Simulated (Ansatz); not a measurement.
`C[SiH2][SnH2][SH]`, relaxed with RKS PBE0-D4/def2-TZVP in the Gaussian-basis code of Ansatz from a PBE-D4/def2-SVP geometry. The force threshold is 0.005 eV/Å; the program also tests the step.

Charge 0, multiplicity 1. Sn takes the def2 core potential.

Start:

```xyz
12

C     1.827   -0.041    0.487
Si    0.470    1.109   -0.158
Sn   -1.800   -0.067    0.226
S    -1.435   -2.330   -0.692
H     1.686   -1.056    0.063
H     2.832    0.331    0.203
H     1.781   -0.120    1.591
H     0.606    1.320   -1.644
H     0.513    2.461    0.508
H    -2.175   -0.394    1.884
H    -3.188    0.640   -0.538
H    -1.117   -1.854   -1.929
```

```
step  energy (eV)  largest force (eV/Å)  largest move (Å)
   1  -25705.6212                 0.657             0.000
   2  -25705.6580                 0.267             0.076
   3  -25705.6690                 0.119             0.044
   4  -25705.6710                 0.090             0.058
   5  -25705.6723                 0.030             0.020
   6  -25705.6726                 0.013             0.009
   7  -25705.6730                 0.037             0.027
   8  -25705.6731                 0.030             0.023
   9  -25705.6732                 0.008             0.012
  10  -25705.6732                 0.006             0.004
  11  -25705.6732                 0.010             0.004
  12  -25705.6732                 0.007             0.005
  13  -25705.6733                 0.009             0.008
  14  -25705.6733                 0.010             0.010
  15  -25705.6733                 0.008             0.003
  16  -25705.6733                 0.005             0.002
  17  -25705.6733                 0.002             0.002
```

End:

```xyz
12

C     1.855   -0.009    0.507
Si    0.478    1.068   -0.164
Sn   -1.774   -0.097    0.215
S    -1.549   -2.321   -0.721
H     1.799   -1.008    0.069
H     2.832    0.420    0.272
H     1.775   -0.109    1.591
H     0.625    1.266   -1.633
H     0.473    2.411    0.481
H    -2.140   -0.412    1.853
H    -3.122    0.662   -0.518
H    -1.252   -1.870   -1.952
```

It took 75 s on 4 threads of an Arm Neoverse V1 on a shared host, with 0.63 GiB of host memory at the peak.
